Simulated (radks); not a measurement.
Coulomb parameter of the 5d shell of the rhenium ion Re+ in the model configuration [Xe] 4f14 5d3.5 6s1 6p1.5, as a second difference U = [E(n + 0.5) + E(n - 0.5) - 2 E(n)] / (0.5)^2 with all orbitals relaxed. "Bare": the charge of the atom changes with n. "Screened": the 6p shell takes up the change at fixed total charge, which measures U(5d,5d) + U(6p,6p) - 2 U(5d,6p). All-electron calculation, Dirac Kohn-Sham, PBEsol, spin-unpolarised, spherical densities, point nucleus; open shells are shared between the two j in proportion to 2j + 1. Program: a radial shooting solver on a logarithmic mesh with Libxc functionals.

[
 {"case": "start", "configuration": "[Xe] 4f14 5d3.5 6s1 6p1.5", "E - E(n) (eV)": "0.000"},
 {"case": "bare +0.5", "configuration": "[Xe] 4f14 5d4 6s1 6p1.5", "E - E(n) (eV)": "-7.660"},
 {"case": "bare -0.5", "configuration": "[Xe] 4f14 5d3 6s1 6p1.5", "E - E(n) (eV)": "10.250"},
 {"case": "screened +0.5", "configuration": "[Xe] 4f14 5d4 6s1 6p1", "E - E(n) (eV)": "-4.163"},
 {"case": "screened -0.5", "configuration": "[Xe] 4f14 5d3 6s1 6p2", "E - E(n) (eV)": "4.666"}
]

U(bare) = 10.361 eV, U(screened by 6p) = 2.012 eV, against the Slater integral F0(5d,5d) = 14.066 eV with frozen orbitals.
